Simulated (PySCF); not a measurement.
Core binding energy against partial charge

C₇H₁₅B.
Cartesian coordinates in Å at the PBE0-D3(BJ)/def2-SVP level; atoms count from 1:
```
atom  x, y, z in Å
C1     2.8052   -1.4507    0.8290
B2     1.7373   -0.4238    0.3003
C3     1.9473    0.3181   -1.0663
C4     0.4368   -0.1577    1.1683
C5    -0.5680    0.8122    0.6406
C6    -1.7032    0.5469   -0.0276
C7    -2.5896    1.6509   -0.5257
C8    -2.1880   -0.8381   -0.3389
H9     2.7569   -2.3401    0.1718
H10    3.8325   -1.0664    0.7120
H11    2.6619   -1.7926    1.8650
H12    2.1346    1.3839   -0.8315
H13    2.7885   -0.0438   -1.6754
H14    1.0224    0.3250   -1.6663
H15   -0.0047   -1.1531    1.3652
H16    0.7994    0.1641    2.1646
H17   -0.3208    1.8719    0.7861
H18   -3.5932    1.5909   -0.0692
H19   -2.7410    1.5795   -1.6170
H20   -2.1726    2.6437   -0.3036
H21   -2.2071   -1.0086   -1.4296
H22   -3.2243   -0.9789    0.0134
H23   -1.5679   -1.6248    0.1104
```

Binding energies: PySCF, delta-SCF UKS SCAN, pcX-2 on the ionised atom, pcseg-1 elsewhere, spin-free X2C. Charges: PBE0/pcSseg-1 ground-state density, for the ionised atom.

```csv
atom,environment,C 1s (eV),Mulliken (e),IAO (e),Hirshfeld (e),ESP (e)
C5,alkene CH carbon,289.52,-0.080,-0.160,-0.055,-0.475
C4,sp3 carbon bound to boron,289.74,-0.396,-0.405,-0.140,-0.261
C6,fully substituted alkene carbon,289.80,-0.433,+0.003,+0.002,+0.401
C1,sp3 carbon bound to boron,289.85,-0.523,-0.566,-0.193,-0.793
C7,allylic carbon,290.39,-0.177,-0.410,-0.118,-0.622
C8,allylic carbon,290.43,-0.183,-0.416,-0.117,-0.477
```

Task: Give the correlation coefficient and slope of binding energy on charge for each scheme.

Result: Mulliken: r = 0.24, slope 0.5 eV per e; Hirshfeld: r = -0.26, slope -1.4 eV per e; ESP: r = -0.28, slope -0.2 eV per e; IAO: r = -0.42, slope -0.8 eV per e. On 6 points no scheme stands out.

Task: The point-charge model writes a binding energy as kq + V + constant, with V the potential of the other atoms' charges at the site. What does it give with the IAO charges?

Result: V = Σ 14.40 eV Å × q/r over all other atoms: -0.27 eV at C5, +4.27 eV at C4, -3.55 eV at C6, +7.27 eV at C1, +4.73 eV at C7, +4.65 eV at C8. Fitting binding energy − V to q gives k = 18.4 eV per e and leaves an rms residual of 0.23 eV, against 0.31 eV for the fit on q alone. The model has no term for differences in relaxation between sites.

Isolated species at its PBE0-D3(BJ)/def2-SVP geometry (one conformer only).
